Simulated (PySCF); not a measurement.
CHCl2, SMILES Cl[CH]Cl (connectivity only; charge and spin as stated), charge +1, multiplicity 1.

The structure is a stationary point at PBE-D3(BJ)/def2-TZVP. The spin state was assumed, not searched. The isomer is the one that the SMILES or the coordinates give; other isomers of the formula were not compared.

These are PBE-D3(BJ)/def2-TZVP run with PySCF values and carry that method's errors.

Frequencies are harmonic and unscaled.

```csv
mode,ν (cm⁻¹),IR (km/mol),moving atoms (share of kinetic energy)
1,348,1.3,"Cl 81 %, C 17 %"
2,833,16.8,"C 60 %, Cl 34 %"
3,864,18.8,"H 65 %, C 33 %"
4,1046,263.7,"C 63 %, Cl 20 %, H 18 %"
5,1270,43.5,"H 79 %, C 20 %"
6,3070,31.7,"H 92 %, C 8 %"
```
